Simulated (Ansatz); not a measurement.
Basis sets compared for AlSi13PH24, a doped nanocrystal cut from the lattice of silicon (Al and P 4.5 A apart). The state is a singlet with charge 0. Geometry PBE-D4/def2-SVP. Ansatz on 2 threads of AMD EPYC 7R13 on a shared host and a share (18 GiB) of an NVIDIA H100 80GB HBM3; times are rough, and most runs start from earlier orbitals.

Cartesian coordinates in Å:
```
Al 0.6689 -1.0991 0.2202
P -3.4663 0.7188 0.0079
Si 0.1548 1.0671 -0.8786
Si -1.2519 2.6037 2.3441
Si 4.0183 -2.0319 -2.4225
Si 2.9597 -0.7625 1.0371
Si -0.9857 -1.2246 2.0484
Si 0.3465 -2.7628 -1.5558
Si -2.0204 1.0787 -1.7570
Si 1.8260 -2.1541 -3.2863
Si -3.4251 2.5041 1.4534
Si 0.2168 2.9510 0.5322
Si -0.9397 0.5968 3.5417
Si 4.2476 -0.2682 -0.8724
Si -3.1660 -1.2466 1.1797
H 0.9490 1.4449 -2.1112
H -1.3011 3.7972 3.2704
H 5.0156 -1.8825 -3.5472
H 4.3289 -3.3321 -1.7193
H 3.0781 0.3914 2.0122
H 3.5848 -1.9650 1.7081
H -4.7945 0.6912 -0.5223
H -1.0163 -2.4734 2.9062
H -1.0625 -2.7758 -2.1181
H 0.6624 -4.1903 -1.1691
H -2.6122 2.3443 -2.3302
H -2.3710 -0.0626 -2.6742
H 1.4493 -0.7863 -3.8070
H 1.7981 -3.0991 -4.4654
H -3.8412 3.6679 0.5935
H -4.5230 2.1910 2.4353
H -0.1876 4.2520 -0.1203
H 1.6002 3.1205 1.1069
H 0.4128 0.6712 4.2052
H -1.9956 0.5506 4.6216
H 3.7218 0.9934 -1.5170
H 5.7122 -0.0413 -0.5779
H -3.4355 -2.2822 0.1201
H -4.3561 -1.1957 2.1077
```

Single mean-field runs in def2-TZVP are fitted with def2-universal-jkfit. Another isomer (singlet) lies 0.59 eV lower at PBE0-D4/def2-TZVP; other spin states weren't run for this one.

Binding counts from free atoms (Al doublet, P quartet, Si triplet, H doublet) in the same basis, without a counterpoise term.

```json
{"level": "PBE-D4/def2-SVP", "functions": "390", "energy (Eh)": "-4358.1659", "HOMO (eV)": "-5.54", "LUMO (eV)": "-2.46", "binding per atom (eV)": "3.11", "wall time": "3.9 s"}
{"level": "PBE0-D4/def2-SVP", "functions": "390", "energy (Eh)": "-4358.6173", "HOMO (eV)": "-6.49", "LUMO (eV)": "-1.77", "binding per atom (eV)": "3.10", "wall time": "3.9 s"}
```

Estimate the rows for PBE-D4/def2-TZVP (with forces), PBE0-D4/def2-TZVP.


| level | functions | energy (Eh) | HOMO (eV) | LUMO (eV) | binding per atom (eV) | wall time |
| --- | --- | --- | --- | --- | --- | --- |
| PBE-D4/def2-TZVP (with forces) | 699 | -4359.6741 | -5.55 | -2.60 | 3.11 | 5.5 s |
| PBE0-D4/def2-TZVP | 699 | -4360.1083 | -6.45 | -1.88 | 3.11 | 4.5 s |
